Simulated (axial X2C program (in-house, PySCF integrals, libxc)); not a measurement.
Curves of CuF⁺ by EOM-IP-CCSD

Calculated with an axial X2C code built on PySCF integrals: two-component X2C with atomic mean-field Coulomb and Gaunt terms, Gaussian nuclei, basis Cu dyall-cv3z, F dyall-av3z with contracted cores.

Energies in eV from the lowest point of the lowest state; states are followed by energy order within each Ω. Reference: CuF, 18 electrons correlated in 94 virtual spinors with an MP2 remainder; levels at this size can be off by some tenths of an eV. Masses 62.930 and 18.998 u.

```tsv
R (Å)	(1)Ω=1/2	(1)Ω=3/2	(2)Ω=1/2	(1)Ω=5/2
1.606	0.0751	0.4787	0.5956	1.5669
1.676	0.0000	0.3346	0.4499	1.3574
1.746	0.0825	0.3537	0.4646	1.3473
1.825	0.2929	0.4889	0.5903	1.5003
1.903	0.5642	0.6698	0.7568	1.7687
2.008	0.9161	0.8823	0.9649	2.2387
```

T1 of the reference reaches 0.021 (Lee–Taylor). Curves followed by order can swap character. Number of frozen shells: Cu 3 s, 2 p; F 1 s. Roots with under 60 % one-particle weight at any point are counted in the labels but not shown, and the list ends where the roots sought for some Ω run out; states that need a further excitation are missing and may lie low or lowest. Curves with a minimum but no constants failed the fit check.
